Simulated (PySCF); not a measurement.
**Ge (germanium, neutral) across methods**

[Ar] 3d10 4s1 4p3, high-spin 5S determinant (an excited configuration). Calculation: PySCF 2.14, in x2c-QZVPPall (11s8p5d4f1g, 97 functions); scalar relativity by spin-free X2C-1e. The B2PLYP total includes its PT2 part (frozen core); its orbital energies are those of the SCF part.

```json
{"method": "TPSSh", "E (hartree)": "-2098.550", "mean ε 3d β (eV)": "-31.486", "mean ε 4s α (eV)": "-14.415", "mean ε 4p α (eV)": "-5.807", "Σ⟨r²⟩ (bohr²)": "41.35", "⟨S²⟩": "6.002"}
{"method": "PBE", "E (hartree)": "-2098.297", "mean ε 3d β (eV)": "-30.035", "mean ε 4s α (eV)": "-13.527", "mean ε 4p α (eV)": "-5.342", "Σ⟨r²⟩ (bohr²)": "41.72", "⟨S²⟩": "6.001"}
{"method": "LDA", "E (hartree)": "-2095.298", "mean ε 3d β (eV)": "-30.370", "mean ε 4s α (eV)": "-13.657", "mean ε 4p α (eV)": "-5.412", "Σ⟨r²⟩ (bohr²)": "41.77", "⟨S²⟩": "6.001"}
{"method": "B2PLYP", "E (hartree)": "-2098.159", "mean ε 3d β (eV)": "-37.771", "mean ε 4s α (eV)": "-17.159", "mean ε 4p α (eV)": "-7.290", "Σ⟨r²⟩ (bohr²)": "41.56", "⟨S²⟩": "6.001"}
{"method": "PBE0", "E (hartree)": "-2098.333", "mean ε 3d β (eV)": "-33.831", "mean ε 4s α (eV)": "-15.416", "mean ε 4p α (eV)": "-6.433", "Σ⟨r²⟩ (bohr²)": "41.40", "⟨S²⟩": "6.001"}
{"method": "r2SCAN0", "E (hartree)": "-2098.555", "mean ε 3d β (eV)": "-34.262", "mean ε 4s α (eV)": "-15.953", "mean ε 4p α (eV)": "-6.659", "Σ⟨r²⟩ (bohr²)": "41.05", "⟨S²⟩": "6.002"}
{"method": "r2SCAN", "E (hartree)": "-2098.585", "mean ε 3d β (eV)": "-30.584", "mean ε 4s α (eV)": "-14.293", "mean ε 4p α (eV)": "-5.681", "Σ⟨r²⟩ (bohr²)": "41.10", "⟨S²⟩": "6.003"}
{"method": "wB97X", "E (hartree)": "-2098.622", "mean ε 3d β (eV)": "-36.077", "mean ε 4s α (eV)": "-18.097", "mean ε 4p α (eV)": "-8.467", "Σ⟨r²⟩ (bohr²)": "41.44", "⟨S²⟩": "6.002"}
{"method": "UHF", "E (hartree)": "-2096.98845", "mean ε 3d β (eV)": "-44.364", "mean ε 4s α (eV)": "-20.482", "mean ε 4p α (eV)": "-9.294", "Σ⟨r²⟩ (bohr²)": "41.58", "⟨S²⟩": "6.003"}
```
